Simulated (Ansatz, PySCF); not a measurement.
PbI2, SMILES [I][Pb][I] (connectivity only; charge and spin as stated), neutral, multiplicity 1. Atoms are numbered in the order given.

```xyz
3

Pb     0.0000     0.0000     1.0223
I      0.0000     2.1816    -0.7745
I      0.0000    -2.1816    -0.7745
```

Coordinates come from a PBE0-D3(BJ)/def2-SVP optimisation. The isomer is the one that the SMILES or the coordinates give; other isomers of the formula were not compared. The def2 effective core potentials stand for the cores of I, Pb; spin–orbit coupling is left out.

Two levels are set side by side: PBE-D3(BJ)/def2-SVP (Ansatz, an electronic-structure program) and PBE0-D3(BJ)/def2-SVP (Ansatz). Each level has its own optimised geometry; the coordinates shown are those of the second. Frequencies come from the Hessian of PySCF at each geometry. Differences are taken from unrounded values.

```
quantity                            PBE0-D3(BJ)  PBE-D3(BJ)  PBE-D3(BJ) minus PBE0-D3(BJ)
----------------------------------  -----------  ----------  ----------------------------
mean bond length (Å)                      2.826       2.853                         0.026
bond Pb1–I2 (Å)                           2.826       2.853                         0.026
bond Pb1–I3 (Å)                           2.826       2.853                         0.026
highest harmonic wavenumber (cm⁻¹)          168         160                            -8
mean harmonic wavenumber (cm⁻¹)             127         121                            -6
zero-point energy (kcal/mol)               0.55        0.52                         -0.02
```

Exact exchange shortens and stiffens bonds; PBE has none. Differences between two approximate levels are no errors against the true value.
